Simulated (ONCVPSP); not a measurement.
# rubidium: one change to an ONCV potential, before and after

ONCVPSP 4.0.1 input, shortened (lines: element, Z, core and valence counts, functional; n l f; lmax; l rc ep ncon nbas qcut; lloc lpopt rc5 dvloc0; l nproj debl; icmod fcfact rcfact), PBE, scalar-relativistic:

```
  Rb 37.00    6    3        4      upf
    1    0    2.00
    2    0    2.00
    2    1    6.00
    3    0    2.00
    3    1    6.00
    3    2   10.00
    4    0    2.00
    4    1    6.00
    5    1    1.00
    2
    0    2.00    0.00    3    8    8.00
    1    2.90    0.00    5    9    4.90
    2    2.60    0.03    4    8    4.20
    4    5    1.65    1.00
    0    1    2.30
    1    2    2.10
    2    2    0.50
    3    4.25    1.15
```

All-electron outer shells of the reference configuration (PBE, scalar-relativistic, ld1.x):

```tsv
shell	level (eV)	outermost node (bohr)	outermost maximum (bohr)
4s	-33.33	0.62	1.25
4p	-17.37	0.64	1.42
5p	-1.35	2.18	6.29
```

Change: local potential polynomial inside 1.65 bohr (lpopt 5, dvloc0 2 Ha).

Cutoffs: the cutoffs (Ha) at which the residual kinetic energy of the hardest occupied pseudo-wave falls to 1 and 0.1 mHa per electron; they do not see the model core or the augmentation charge, which bear on the density cutoff. Errors are all-electron minus pseudo energies relative to the spin-unpolarised reference configuration.

Problem. Predict the effect on cutoff, ghosts and configuration errors.

Solution. The potential gets neither clearly harder nor softer (17 Ha and 21 Ha → 17 Ha and 21 Ha); the number of tests with a reliable result goes from 4 to 1; the range in which the s phases agree narrows (upper end at the end of the scan → 0.9); neither file shows a bound ghost.

| quantity | base | changed |
| --- | --- | --- |
| cutoff, loose | 17 Ha | 17 Ha |
| cutoff, tight | 21 Ha | 21 Ha |
| bound ghosts | none | none |
| GHOST(+) flags under 300 eV | none | p at 261.2 eV |
| tests with a reliable result | 4 of 4 | 1 of 4 |
| error for 4s2 4p6 5p0, meV [ΔE 2.63 eV] | -0.1 | -0.2 |
| s: phases at 2.03 bohr within 0.05 rad from the reference energy up to (Ha; the scan ends near 5) | to the end of the scan | 0.9 |
| p: phases at 2.95 bohr within 0.05 rad from the reference energy up to (Ha; the scan ends near 5) | 3.2 | 2.7 |
| d: phases at 2.63 bohr within 0.05 rad from the reference energy up to (Ha; the scan ends near 5) | 1.8 | 1.7 |
| rms error of d²Exc/dni dnj with the model core, mHa | 1.12 | 1.12 |
